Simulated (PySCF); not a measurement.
GaCl₃, SMILES [Cl][Ga]([Cl])[Cl].

Geometry: B3LYP-D3(BJ)/def2-SVP. The isomer is the one that the SMILES or the coordinates give; other isomers of the formula were not compared.

Level of theory: IEF-PCM-ωB97X/def2-SVP run with PySCF.

The values are the electrostatic part of the solvation free energy, E(continuum) − E(gas) at the gas-phase geometry, in a cavity of scaled van der Waals radii (PySCF's table); cavitation and dispersion terms are not included. A continuum can't describe solvent molecules that bind to the metal. In vacuum the orbital gap is 11.81 eV. The dipole moment in vacuum is 0.00 D.

```
solvent            ε  ΔG(elec) (kcal/mol)  dipole (D)  gap (eV)
-------------  -----  -------------------  ----------  --------
water          78.36                 -4.6        0.00     12.02
cyclohexanone  15.62                 -4.2        0.00     12.00
methanol       32.61                 -4.5        0.00     12.01
```
